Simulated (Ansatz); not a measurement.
Reaction (redistribution): `O[Si](S)(S)Cl` + `[CH3][Al]([OH])[F]` → `C[Si](O)(S)Cl` + `[OH][Al]([F])[SH]`

Calculated with Ansatz (gas phase, PBE0-D4/def2-TZVP geometries, no zero-point term in ΔE). CCSD(T)/CBS is the MP2 limit (def2-TZVPP, def2-QZVPP) plus CCSD(T) − MP2 in def2-TZVPP, frozen cores. DFT in def2-TZVPP. One conformer a species, not always the lowest.

`O[Si](S)(S)Cl`:

Z-matrix (Å, degrees):
```
Si
S 1 2.111
S 1 2.121 2 114.1
O 1 1.628 2 102.2 3 124.2
Cl 1 2.051 2 113.2 3 -116.7
H 2 1.344 1 92.7 3 49.2
H 3 1.345 1 93.0 2 54.6
H 4 0.960 1 117.5 2 177.3
```

`[CH3][Al]([OH])[F]`:

Cartesian coordinates in Å:
```
C 0.146 0.967 -0.816
Al 0.207 -0.571 0.348
O -1.135 -0.997 1.281
F 1.567 -1.504 0.463
H -0.026 1.881 -0.241
H -0.679 0.882 -1.528
H 1.074 1.089 -1.379
H -1.154 -1.747 1.873
```

`C[Si](O)(S)Cl`:

Z-matrix (Å, degrees):
```
C
Si 1 1.844
H 1 1.093 2 110.3
H 1 1.092 2 109.9 3 -119.5
H 1 1.091 2 110.5 3 120.2
O 2 1.634 1 106.6 3 62.1
S 2 2.132 1 114.7 3 -62.2
Cl 2 2.058 1 110.2 3 -177.6
H 6 0.959 2 117.2 1 -176.3
H 7 1.345 2 93.2 1 62.5
```

`[OH][Al]([F])[SH]`:

Z-matrix (Å, degrees):
```
Al
F 1 1.641
S 1 2.167 2 118.8
O 1 1.679 2 118.1 3 -180.0
H 3 1.345 1 92.0 2 -0.0
H 4 0.955 1 125.1 2 179.9
```

```tsv
level	ΔE (kJ/mol)
ωB97M-V	-50.0
B2PLYP	-52.0
MP2/def2-QZVPP	-51.7
CCSD/CBS(def2)	-54.7
```

(1) What does CCSD(T)/CBS give? (Best estimate.)

Largest T1 diagnostic among the species: 0.012.

Answers

(1) The calculation gave: -53.1 kJ/mol. The listed levels differ from it by 3.1, 1.1, 1.4, -1.6 kJ/mol.

In def2-TZVPP, CCSD(T) changes the Hartree–Fock value by +8.8 kJ/mol (the triples alone add +1.7 kJ/mol) and MP2 by +11.0 kJ/mol. From PBE to PBE0 (25 % exact exchange), in def2-TZVPP and without D4, ΔE moves by −4.1 kJ/mol.
